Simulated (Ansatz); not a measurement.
Reaction (silylene formation by 1,1-elimination): `C[Si](N)([SiH3])Cl` → `C[SiH3]` + `N[Si]Cl`

Computed with Ansatz on PBE0-D4/def2-TZVP structures; ΔE is electronic, products minus reactants. CBS: MP2 limit from def2 TZ/QZ plus the TZ coupled-cluster correction, frozen cores. This one scheme is used for every species. Functionals use def2-TZVPP. HSE06 is defined as in plane-wave codes. One conformer a species, not always the lowest.

**Question.** Is it downhill or uphill in electronic energy at CCSD(T)/CBS, and by how much? (Best estimate.)

**Answer.** Computed: Uphill: ΔE = +132.6 kJ/mol.

**Question.** What do these levels give: r2SCAN-D4, PBE0-D4, HSE06-D4, HSE06, HF/def2-SVP, HF/def2-TZVPP? (Estimate.)

**Answer.** Computed: r2SCAN-D4 144.9, PBE0-D4 146.8, HSE06-D4 146.2, HSE06 134.5, HF/def2-SVP 109.7, HF/def2-TZVPP 111.2 kJ/mol.

**Question.** What do rigid-rotor, harmonic-oscillator terms from PBE0-D4/def2-TZVP frequencies (298.15 K, 1 bar) make of the CCSD(T)/CBS value? (Estimate.)

**Answer.** Ansatz gave: ΔZPE = -3.9 kJ/mol, ΔH = +128.3 kJ/mol, ΔS = 145 J/(mol·K), ΔG = +85.1 kJ/mol.

Largest T1 diagnostic among the species: 0.013.

At CCSD(T), def2-SVP lies −19.2 kJ/mol from the extrapolated value and def2-TZVPP −5.4 kJ/mol. From PBE to PBE0 (25 % exact exchange), in def2-TZVPP and without D4, ΔE moves by +13.3 kJ/mol. In def2-TZVPP, CCSD(T) changes the Hartree–Fock value by +16.0 kJ/mol (the triples alone add +2.3 kJ/mol) and MP2 by +25.8 kJ/mol.
